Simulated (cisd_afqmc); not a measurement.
Input (AFQMC/CISD/cc-pVDZ; cisd_afqmc is a phaseless AFQMC code with CISD trial states that reads the integrals written by Ansatz):

Ansatz 0.2 input:
```python
import cisd_afqmc

open("ham.yaml", "w").write("""\
crystal:
  periodic: [false, false, false]
  atoms:
    - {symbol: B, position_ang: [-1.63032566, -0.21328053, -0.05224746]}
    - {symbol: As, position_ang: [0.34305884, 0.05556314, -0.03878130]}
    - {symbol: H, position_ang: [0.77792147, -1.21126343, 0.66979548]}
    - {symbol: H, position_ang: [0.47418592, 0.99452185, 1.14325015]}
    - {symbol: H, position_ang: [-2.34836705, 0.72446917, 0.07856272]}
    - {symbol: H, position_ang: [-2.07305373, -1.27490849, -0.35058816]}
basis:
  gaussian:
    orbitals: cc-pVDZ
magnetization: {spin_polarized: false}
correlation: {method: ccsd, electrons: outside_noble_gas, hamiltonian_folder: ham}
""")
rep = cisd_afqmc.ansatz("ham.yaml")
e_ccsd = rep["correlation"]["coupled_cluster"]["energy"]["hartree"]
out = cisd_afqmc.run("ham", e_ccsd, trial="CISD", walkers=200, populations=8, threads=8, dt=0.005, steps=40, early=24, settle=10, least=32,
    cut=5e-5, rank_cut=2e-4, target=0.0004, seconds=1500, seed=1, memory=17280, gpu=False)
```

Output:

```
orbitals 46, occupied [6], factors 284 of 632, rank of the doubles 109 of 240
E(HF) = -2261.151732
E(CCSD) on the cut factors = -2261.391720, shift to the whole factors -0.000006
Energy of the trial state on the determinant = -2261.391660
  tau behind 7.2 of longer steps, mean of the populations' last blocks
   2.0  -2261.39937
   4.0  -2261.39842
   6.0  -2261.39976
   8.0  -2261.40037
blocks 380 (0 outliers left out), error by blocks joined: 1: 0.00010, 2: 0.00013, 4: 0.00016, 8: 0.00020, 16: 0.00024
E(AFQMC/CISD) = -2261.39975 +/- 0.00024
```

The two halves of the walk average -2261.39925 and -2261.40024 Eh, farther apart than the printed bar allows, so the bar may be too narrow.
